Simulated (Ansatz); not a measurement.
`[NH2][GeH2][SiH2]O` + `FC(S)=[Se]` → `O[SiH2][GeH2][SH]` + `NC(F)=[Se]`  (redistribution)

Gas-phase electronic energies from Ansatz, PBE0-D4/def2-TZVP geometries. CBS: MP2 limit from def2 TZ/QZ plus the TZ coupled-cluster correction, frozen cores. Functionals use def2-TZVPP. For Ge, Se outer-core shells are correlated without core-valence functions, which leaves a few kJ/mol of doubt a bond. Scalar relativity is left out up to krypton. One conformer a species, not always the lowest.

| level | ΔE (eV) |
| --- | --- |
| ωB97M-V | -1.01 |
| B2PLYP | -0.95 |
| HF/def2-TZVPP | -1.40 |
| CCSD/def2-TZVPP | -1.01 |
| CCSD(T)/def2-TZVPP | -0.92 |
| MP2/def2-QZVPP | -0.87 |
| HF/CBS(def2) | -1.40 |
| MP2/CBS(def2) | -0.86 |

What does CCSD(T)/CBS give? (Estimate.)

The calculation gave: -0.90 eV. The listed levels differ from it by -0.11, -0.05, -0.50, -0.11, -0.02, 0.03, -0.50, 0.04 eV.

Largest T1 diagnostic among the species: 0.016.

In def2-TZVPP, CCSD(T) changes the Hartree–Fock value by +0.49 eV (the triples alone add +0.09 eV) and MP2 by +0.53 eV. From PBE to PBE0 (25 % exact exchange), in def2-TZVPP and without D4, ΔE moves by −0.15 eV.
